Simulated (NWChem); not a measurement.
System: CH₂F₂O₂Si; SMILES O=CO[SiH](F)F

```xyz
8

O     -0.9623    -1.8251     0.0000
C      0.2289    -1.8144     0.0000
O      0.9841    -0.6987     0.0000
Si     0.3832     0.8642     0.0000
F     -0.5184     1.1073    -1.2992
F     -0.5184     1.1073     1.2992
H      0.8768    -2.7145     0.0000
H      1.5424     1.7615     0.0000
```
Atoms are numbered in this order, from 1.

Results from NWChem. Medium grid unless said otherwise, to which SCAN and Minnesota functionals are sensitive. Structure relaxed at the PBE0/def2-SVP level. Total energies of different functionals are on different scales.

```
level                   energy (Ha)  highest occupied level (eV)  orbital gap (eV)  dipole (D)
----------------------  -----------  ---------------------------  ----------------  ----------
PBE/def2-TZVP             -678.7641                        -7.20              5.24        2.76
B3LYP/def2-TZVP           -679.3273                        -8.65              7.54        2.96
M06-2X/def2-TZVP          -679.1537                       -10.64             10.90        3.06
PBE0/def2-TZVP            -678.7868                        -8.90              8.09        2.96
CAM-B3LYP/def2-TZVP       -679.2096                       -10.41             10.78        3.03
Hartree-Fock/def2-TZVP    -676.9536                          [?]               [?]         [?]
```

Problem. Some entries are withheld; supply them.

Solution. 
- Hartree-Fock/def2-TZVP, highest occupied level (eV): -13.22
- Hartree-Fock/def2-TZVP, orbital gap (eV): 16.61
- Hartree-Fock/def2-TZVP, dipole (D): 3.43
